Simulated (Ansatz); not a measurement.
One change: `CO/C(F)=[CH]/[AlH2]` becomes `C/C=C(\F)OC`.

Ansatz, PBE0-D4/def2-TZVP geometries, multiplicity 1. Each molecule was computed in one conformer, which needn't be the lowest.

```tsv
property	`CO/C(F)=[CH]/[AlH2]`
HOMO–LUMO gap (PBE/def2-TZVPP) / eV	3.75
HOMO–LUMO gap (PBE0/def2-TZVPP) / eV	5.64
LUMO energy (PBE0/def2-TZVPP) / eV	-1.27
HOMO energy (B3LYP/def2-TZVPP) / eV	-6.69
size of the dipole moment (PBE/def2-TZVPP) / D	3.16
HOMO energy (PBE0/def2-TZVPP) / eV	-6.91
```

Give the same properties after the change, and the shifts. (An estimate is asked.)

Ansatz gave: 
```csv
property,`C/C=C(\F)OC`,shift
HOMO–LUMO gap (PBE/def2-TZVPP) / eV,5.40,1.65
HOMO–LUMO gap (PBE0/def2-TZVPP) / eV,7.65,2.01
LUMO energy (PBE0/def2-TZVPP) / eV,1.03,2.30
HOMO energy (B3LYP/def2-TZVPP) / eV,-6.42,0.27
size of the dipole moment (PBE/def2-TZVPP) / D,1.16,-2.00
HOMO energy (PBE0/def2-TZVPP) / eV,-6.62,0.29
```

With PBE0 the HOMO rises by 0.29 eV and the LUMO rises by 2.30 eV, so the gap widens by about 2.01 eV. PBE moves the HOMO by 0.37 eV and ωB97M-V by 0.23 eV. Dipoles are sizes alone; their direction can turn.

B3LYP here is the variant with VWN-RPA as its local correlation; programs differ in this.
